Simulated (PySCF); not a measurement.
C2H4I, SMILES C[CH]I (connectivity only; charge and spin as stated), charge +1, multiplicity 1. Coordinates come from a B3LYP-D3(BJ)/def2-SVP optimisation. The spin state was assumed, not searched. The isomer is the one that the SMILES or the coordinates give; other isomers of the formula were not compared. The def2 effective core potentials stand for the cores of I; spin–orbit coupling is left out.

Method: B3LYP-D3(BJ)/def2-SVP (PySCF).

Harmonic wavenumbers (cm⁻¹): 154, 312, 629, 754, 929, 966, 1185, 1266, 1304, 1376, 1449, 2953, 2988, 3159, 3181. Rotational constants (GHz): 45.33, 3.066, 2.922; symmetry number 1.

Q: Work out the zero-point energy and the ideal-gas rigid-rotor harmonic-oscillator thermochemistry at 298.15 K and 1 atm.

A: ZPE = ½ Σ hcν = ½ × 22604 cm⁻¹ = 32.31 kcal/mol. H − E(el) = 35.58 kcal/mol. Entropy in cal/(mol K): translation 41.02, rotation 24.19, vibration 5.00, total 70.20. G − E(el) = 14.65 kcal/mol. Cp = 14.81 cal/(mol K).
